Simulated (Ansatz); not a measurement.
Consider the ligand exchange at the In–C bond: `[GeH3][O][CH2][InH2]` + HI → `[InH2][I]` + `C[O][GeH3]`.

Calculated with Ansatz (gas phase, PBE0-D4/def2-TZVP geometries, no zero-point term in ΔE). CCSD(T)/CBS is the MP2 limit (def2-TZVPP, def2-QZVPP) plus CCSD(T) − MP2 in def2-TZVPP, frozen cores. Functionals use def2-TZVPP. Elements past krypton have def2 core potentials. For Ge, I, In outer-core shells are correlated without core-valence functions, which leaves a few kJ/mol of doubt a bond. Scalar relativity is left out up to krypton. One conformer a species, not always the lowest.

| species | PBE0 energy (Eh) |
| --- | --- |
| `[GeH3][O][CH2][InH2]` | -2384.28083 |
| HI | -298.31821 |
| `[InH2][I]` | -489.08751 |
| `C[O][GeH3]` | -2193.58676 |

Question: Work out ΔE.

Answer: ΔE = (-489.08751) + (-2193.58676) − (-2384.28083) − (-298.31821) = -0.07523 Eh = -2.05 eV. CCSD(T)/CBS gives -2.03 eV.

Largest T1 diagnostic among the species: 0.013.

From r2SCAN to r2SCAN0 (25 % exact exchange), in def2-TZVPP and without D4, ΔE moves by −0.07 eV. The D4 term adds +0.04 eV with B3LYP and +0.02 eV with PBE0; it sums over pairs of atoms, weighted by their polarisabilities, and B3LYP, whose exchange is more repulsive, gets the larger term. In def2-TZVPP, CCSD(T) changes the Hartree–Fock value by +0.40 eV (the triples alone add +0.04 eV) and MP2 by +0.33 eV.

B3LYP here is the variant with VWN-RPA as its local correlation; programs differ in this.
